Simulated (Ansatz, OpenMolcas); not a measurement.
# C2H5AlBN (SMILES B[C]1=C[NH][AlH]1): methods side by side

C2H5AlBN has 10 atoms, charge 0, and is taken as a singlet. As SMILES, `B[C]1=C[NH][AlH]1`. The shape is that of a PBE0-D4/def2-TZVP optimisation.

Quantity: the vertical energy of the triplet above the singlet, in eV. The values are calculated.

```
                                 level                    kind     program  value (eV)  CPU time (all runs)
       HF/6-31G* (spherical functions)            Hartree–Fock  OpenMolcas        2.46                 19 s
     BLYP/6-31G* (spherical functions)                     GGA      Ansatz        2.67                 28 s
    M06-L/6-31G* (spherical functions)                meta-GGA  OpenMolcas        2.75              2.3 min
    BHLYP/6-31G* (spherical functions)           global hybrid      Ansatz        2.73                 29 s
CAM-B3LYP/6-31G* (spherical functions)  range-separated hybrid      Ansatz        2.76                 35 s
    HSE06/6-31G* (spherical functions)  range-separated hybrid      Ansatz        2.69                 29 s
  wB97M-V/6-31G* (spherical functions)  range-separated hybrid      Ansatz        2.92              5.3 min
   B2PLYP/6-31G* (spherical functions)           double hybrid      Ansatz        2.87                 35 s
  RPA@PBE/6-31G* (spherical functions)                     RPA      Ansatz        2.75                 40 s
     CCSD/6-31G* (spherical functions)   coupled cluster or CI      Ansatz        2.85                 69 s
```

The values span 2.46 to 2.92 eV. CPU times are rough (shared hosts, several kinds of processor): they show what a rung costs within a factor of a few.
